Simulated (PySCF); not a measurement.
chlorobenzene (C6H5Cl), singlet, geometry from GFN2-xTB. Base run: M062X/def2-SVP (PySCF).

Here is a job for PySCF.
```python
from pyscf import gto, scf, dft

mol = gto.Mole()
mol.atom = '''
    Cl    2.23083293    0.17830076    0.00166627
    C     0.50565329    0.04041467    0.00037769
    C    -0.27011462    1.18803954    0.01931055
    C    -1.64922549    1.07045173    0.01816171
    C    -2.24493585   -0.17942795   -0.00167681
    C    -1.45823275   -1.31881734   -0.02048276
    C    -0.07795243   -1.21585902   -0.01957054
    H     0.20129330    2.15822886    0.03470485
    H    -2.25874719    1.96145975    0.03286497
    H    -3.32098418   -0.26543181   -0.00248054
    H    -1.91846938   -2.29532648   -0.03598506
    H     0.54159475   -2.09885305   -0.03414996
'''
mol.basis = 'def2-svp'
mol.verbose = 4
mol.build()

mf = dft.RKS(mol)
mf.xc = 'm062x'
mf.kernel()
```

The base run was repeated with changes; each row names its change, and settings that it needs were set with it.

```
change                                                                                                                  ΔE vs base (mEh)  fitting functions  dipole (D)
----------------------------------------------------------------------------------------------------------------------  ----------------  -----------------  ----------
base                                                                                                                               0.000                  -        1.65
auxbasis = def2-tzvp-ri                                                                                                          -16.038                644        1.64
auxbasis = def2-universal-jkfit                                                                                                    0.043                668        1.65
auxbasis = default (with mf = mf.density_fit())                                                                                    0.043                668        1.65
exchange = seminumerical (SGX) (with mf = sgx.sgx_fit(mf, auxbasis='def2-universal-jfit'); with mf.with_df.dfj = True)            -0.308                400        1.65
auxbasis = cc-pvdz-jkfit                                                                                                           0.162                647        1.65
auxbasis = cc-pvtz-jkfit                                                                                                          -0.024                745        1.65
auxbasis = def2-svp-ri                                                                                                            -242.2                420        1.64
auxbasis = def2-universal-jfit                                                                                                    1105.7                400        1.63
auxbasis = cc-pvqz-jkfit                                                                                                          -0.049               1039        1.65
```

A fitting set is made for a task (jfit for Coulomb, jkfit for Coulomb and exchange, ri for correlation) and for a family of orbital bases.
